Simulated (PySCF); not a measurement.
**Ionising ZnN**

r²SCAN; basis Zn 6-31G(d,p), N 6-31G(d,p); no relativity; PySCF 2.14. Neutral (UKS): quartet (σ ↑, π ↑↑), Re = 1.920 Å, ωe = 479 cm⁻¹, De = 1.06 eV, HOMO -5.03 eV, LUMO -3.29 eV.

ZnN⁺ (UKS): triplet (π ↑↑), Re = 1.896 Å, ωe = 527 cm⁻¹, De = 1.56 eV to Zn⁺ + N. The energies at the minima are -1833.59972 hartree for ZnN and -1833.30265 for ZnN⁺.

(1) Work out the adiabatic ionisation energy, without and with harmonic zero-point energies (1 hartree = 27.2114 eV, 1 eV = 8065.5 cm⁻¹), and the change of the bond length.

For an ion De counts to the pair picked by the measured ionisation energies or electron affinities, which need not be the lowest pair at this level. States were picked by a PBE0 search and need not be the measured ground states.

## Answers

(1) At r²SCAN: 0.29707 hartree = 8.084 eV between the minima; the zero-point term (527.0 − 479.0)/2 cm⁻¹ = +0.003 eV makes it 8.087 eV. Re changes by -2.4 pm against the neutral. The electron leaves a σ orbital, and the shorter bond of the ion fits an antibonding orbital, or a change in how ionic the bond is.
